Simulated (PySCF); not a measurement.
## Dipole moment and polarisability of `O=C1COC[C@@]1(F)CCl`

C5H6ClFO2.
Cartesian coordinates in Å at the GFN2-xTB level; atoms count from 1:
```xyz
15
C5H6ClFO2 angstrom
O     -0.7919    1.6832   -1.3491
C     -0.7671    0.7699   -0.5817
C     -1.8012   -0.3054   -0.3614
O     -1.4379   -1.0059    0.8022
C     -0.0376   -0.9068    0.9774
C      0.3940    0.4371    0.3900
F      0.4306    1.4064    1.3829
C      1.7469    0.4743   -0.3099
Cl     1.7684   -0.6803   -1.6565
H     -1.8006   -0.9641   -1.2452
H     -2.8046    0.1051   -0.2324
H      0.4728   -1.7243    0.4511
H      0.1678   -0.9668    2.0468
H      2.5467    0.2124    0.3833
H      1.9091    1.4731   -0.7194
```

Level: PBE0/def2-SVPD (PySCF), static field, nuclei fixed, core orbitals frozen in the response. The polarisability tensor in these axes (au):

```
x   78.49  0.10 -0.40
y    0.10 72.88 -1.02
z   -0.40 -1.02 75.51
```

Problem. Diagonalise the tensor; give its mean and Δα, where Δα² is half the sum of the squared differences of the eigenvalues.

Solution. Principal values 72.53, 75.80 and 78.55 au; mean 75.63 au = 11.21 Å³ = 12.47 × 10⁻⁴⁰ C²·m²/J; Δα = 5.22 au (7 % of the mean).

Problem. What is the dipole moment, and where does it point?

Solution. (0.85, -1.48, 0.72) D, 1.86 D in size, pointing from the negative to the positive side. Measured along this direction, the outermost atoms are O1 at the negative end and H12 at the positive end.

Problem. Molar refractivity from α?

Solution. Lorentz–Lorenz: R = (4π/3)N_A α = 2.5225 cm³/(mol·Å³) × 11.21 Å³ = 28.3 cm³/mol, in the limit of long wavelengths.

Problem. Form Σ f/ω² (atomic units) for the 6 lowest TDDFT singlets, given as eV and f, and set it beside the mean polarisability, which is this sum over all singlets: 3.88, 0.0008; 5.20, 0.0079; 6.24, 0.0024; 6.24, 0.0039; 6.67, 0.0006; 7.11, 0.0088.

Solution. They add up to 0.52 au, 0.7 % of the 75.63 au; the largest single term is 0.22 au, from the state at 5.20 eV. Terms in order: 0.04, 0.22, 0.05, 0.07, 0.01, 0.13 au. Higher excitations give the rest. The strengths listed sum to 0.024.

Problem. What depolarisation ratio follows for Rayleigh scattering of linearly polarised light, taking the static tensor?

Solution. ρ = 3Δα²/(45ᾱ² + 4Δα²) = 81.7/(257390 + 108.9) = 0.000317.

Geometry: GFN2-xTB, one conformer, isolated molecule.
